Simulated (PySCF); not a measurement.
Isomers of C2H10O3Si3, mass 165.994 u with the commonest isotopes. Method: PBE0/pcSseg-1 in PySCF (dipole) on a GFN2-xTB geometry, gas phase. One conformer each, none proved a minimum here; rigid rotors.

Question: Order these by rotational constant B, smallest first.
A. `[CH3:1][C:2](=[O:3])[O:4][SiH2:5][SiH2:6][O:7][SiH3:8]` with C1–C2–O4–Si5 179°, C2–O4–Si5–Si6 0°, O4–Si5–Si6–O7 180°
B. `[CH3:1][O:2][C@@H:3]1[SiH2:4][O:5][Si@@H:6]1[O:7][SiH3:8]` with C1–O2–C3–Si4 176°, O5–Si6–O7–Si8 -59°
C. `[CH3:1][C:2](=[O:3])[SiH2:4][O:5][SiH2:6][O:7][SiH3:8]` with C1–C2–Si4–O5 166°, C2–Si4–O5–Si6 32°, Si4–O5–Si6–O7 44°, O5–Si6–O7–Si8 -25°
D. `[CH3:1][CH2:2][SiH:3]1[O:4][SiH2:5][O:6][SiH2:7][O:8]1` with C1–C2–Si3–O4 176°

Answer: A (483.7 MHz), C (780.9 MHz), D (905.2 MHz), B (1096 MHz).

Question: Order these by radius of gyration √(Σ m r²/M), largest first.
A. `[CH3:1][O:2][C@@H:3]1[SiH2:4][O:5][Si@@H:6]1[O:7][SiH3:8]` with C1–O2–C3–Si4 176°, O5–Si6–O7–Si8 -59°
B. `[CH3:1][C:2](=[O:3])[SiH2:4][O:5][SiH2:6][O:7][SiH3:8]` with C1–C2–Si4–O5 166°, C2–Si4–O5–Si6 32°, Si4–O5–Si6–O7 44°, O5–Si6–O7–Si8 -25°
C. `[CH3:1][C:2](=[O:3])[O:4][SiH2:5][SiH2:6][O:7][SiH3:8]` with C1–C2–O4–Si5 179°, C2–O4–Si5–Si6 0°, O4–Si5–Si6–O7 180°
D. `[CH3:1][CH2:2][SiH:3]1[O:4][SiH2:5][O:6][SiH2:7][O:8]1` with C1–C2–Si3–O4 176°

Answer: C (2.654 Å), B (2.301 Å), D (2.147 Å), A (2.078 Å).

Question: Order these by rotational constant A, smallest first.
A. `[CH3:1][C:2](=[O:3])[O:4][SiH2:5][SiH2:6][O:7][SiH3:8]` with C1–C2–O4–Si5 179°, C2–O4–Si5–Si6 0°, O4–Si5–Si6–O7 180°
B. `[CH3:1][C:2](=[O:3])[SiH2:4][O:5][SiH2:6][O:7][SiH3:8]` with C1–C2–Si4–O5 166°, C2–Si4–O5–Si6 32°, Si4–O5–Si6–O7 44°, O5–Si6–O7–Si8 -25°
C. `[CH3:1][CH2:2][SiH:3]1[O:4][SiH2:5][O:6][SiH2:7][O:8]1` with C1–C2–Si3–O4 176°
D. `[CH3:1][O:2][C@@H:3]1[SiH2:4][O:5][Si@@H:6]1[O:7][SiH3:8]` with C1–O2–C3–Si4 176°, O5–Si6–O7–Si8 -59°

Answer: D (1449 MHz), B (1626 MHz), C (2125 MHz), A (3747 MHz).

```json
{"SMILES": "CO[C@@H]1[SiH2]O[Si@@H]1O[SiH3]", "point group": "C1", "Ia (u·Å²)": "348.78", "Ib (u·Å²)": "461.24", "Ic (u·Å²)": "623.23", "κ": "-0.11", "μa (D)": "0.06", "μb (D)": "1.98", "μc (D)": "0.30"}
{"SMILES": "CC(=O)[SiH2]O[SiH2]O[SiH3]", "point group": "C1", "Ia (u·Å²)": "310.81", "Ib (u·Å²)": "647.16", "Ic (u·Å²)": "800.39", "κ": "-0.70", "μa (D)": "2.33", "μb (D)": "0.32", "μc (D)": "1.40"}
{"SMILES": "CC[SiH]1O[SiH2]O[SiH2]O1", "point group": "C1", "Ia (u·Å²)": "237.83", "Ib (u·Å²)": "558.33", "Ic (u·Å²)": "734.47", "κ": "-0.70", "μa (D)": "0.48", "μb (D)": "0.04", "μc (D)": "0.37"}
{"SMILES": "CC(=O)O[SiH2][SiH2]O[SiH3]", "point group": "–", "Ia (u·Å²)": "134.87", "Ib (u·Å²)": "1044.89", "Ic (u·Å²)": "1159.01", "κ": "-0.97", "μa (D)": "1.42", "μb (D)": "1.13", "μc (D)": "0.01"}
```
